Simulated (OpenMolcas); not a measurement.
# Re5+ in a point-charge field

Re5+ among 6 point charges of -1.7 e arranged as an octahedron (Oh), 2.01 Å from the ion.
```
   2.0100    0.0000    0.0000  -1.70
   0.0000    2.0100    0.0000  -1.70
  -2.0100    0.0000    0.0000  -1.70
   0.0000   -2.0100    0.0000  -1.70
   0.0000    0.0000    2.0100  -1.70
   0.0000    0.0000   -2.0100  -1.70
```

| Item | Value |
| --- | --- |
| Program | OpenMolcas 26.06 |
| Method | SS-CASPT2, IPEA 0.25 Eh, imaginary shift 0.1 Eh (closed shells correlated: 5s 5p) |
| Basis | ANO-RCC-VDZP [7s6p4d2f1g] |
| Scalar Hamiltonian | DKH2, point nucleus |
| Active space | 2 electrons in 5 orbitals (5d) |
| State averaging | 2S+1 = 3 even, 10 roots; 2S+1 = 1 even, 15 roots |
| Spin-orbit coupling | RASSI with atomic mean-field integrals over the reference wave functions |

The lowest spin-free states (labels of O, the rotations of Oh), above the lowest:

```csv
State,Degeneracy,E (cm-1),Free-ion L (%)
3T1,3,0,F (96)
3T2,3,8310,F (100)
1T2,3,10920,D (72)
1E,2,11640,D (58)
3A2,1,18010,F (100)
3T1,3,18670,P (96)
1T2,3,21680,G (72)
1A1,1,22110,G (87)
1T1,3,24660,G (100)
1E,2,31320,G (58)
1A1,1,49690,S (87)
```

The lowest levels with spin-orbit coupling:

| E (cm-1) | Degeneracy | Label | 2S+1 |
| --- | --- | --- | --- |
| 0 | 2 | E | 3 |
| 1160 | 3 | T2 | 3 (89 %) |
| 9080 | 3 | T1 | 3 |
| 12190 | 1 | A1 | 3 |
| 12370 | 3 | T2 | 3 (83 %) |
| 14470 | 1 | A2 | 3 |
| 18180 | 2 | E | 1 (69 %) |
| 18700 | 3 | T1 | 3 |
| 19850 | 2 | E | 3 |
| 20180 | 3 | T2 | 1 (54 %) |
| 20780 | 1 | A1 | 3 |
| 24860 | 3 | T2 | 3 (54 %) |
| 25050 | 3 | T1 | 3 |
| 31200 | 2 | E | 3 (70 %) |
| 31600 | 3 | T2 | 3 (83 %) |
| 32100 | 1 | A1 | 1 |
| 34320 | 3 | T1 | 1 |
| 35260 | 3 | T2 | 1 (55 %) |
| 42390 | 2 | E | 1 (85 %) |
| 60900 | 1 | A1 | 1 |

Powder χT (cm3 K/mol): 0 at 2 K, 0.00221 at 10 K, 0.011 at 50 K, 0.0221 at 100 K, 0.0442 at 200 K, 0.067 at 300 K. The effective moment at 300 K is 2.828 √(χT) = 0.73 μB.

The lowest level has 2S+1 = 3, for which the spin-only value is χT = S(S+1) / 2 = 1.000 cm3 K/mol (g = 2). The computed 0.067 at 300 K differs by -0.933, through orbital momentum, spin-orbit coupling and any other state in reach. With a threefold ground state the orbital momentum is unquenched, so the spin-only value is not expected to hold.

A least-squares ligand-field fit to the states below 45000 cm-1, each weighted by its degeneracy and with a free common offset, gives 10Dq = 9847 cm-1, B = 769 cm-1 and C = 3257 cm-1 (C/B = 4.23), with an rms deviation of 265 cm-1.

Roots that are degenerate in the reference are averaged as groups; the widest CASPT2 spread within a group is 170 cm-1 (the 3-fold group of multiplicity 1 near 21700 cm-1 above the lowest state of its run). Shifts and gaps below about the spread of the groups concerned are not significant. An orbital triplet at a regular site is open to Jahn-Teller coupling, which can distort the site and quench the lowest spin-orbit gaps and is left out. This field is weak: 10Dq is about 9847 cm-1, while octahedral complexes of 5d ions of charge 3 and more, computed by the same method with explicit ligands, had a median near 35000 cm-1. Ground spin and moment need not be those of a real site. Free-ion shares, where given, are those of the reference states; single-state CASPT2 does not remix them. This is an electrostatic model: the charges have no orbitals. No measured value stands beside these numbers.

The CASPT2 steps took 2.1 s on 1 thread of Arm Neoverse V2 (shared host); the integral step is not counted.
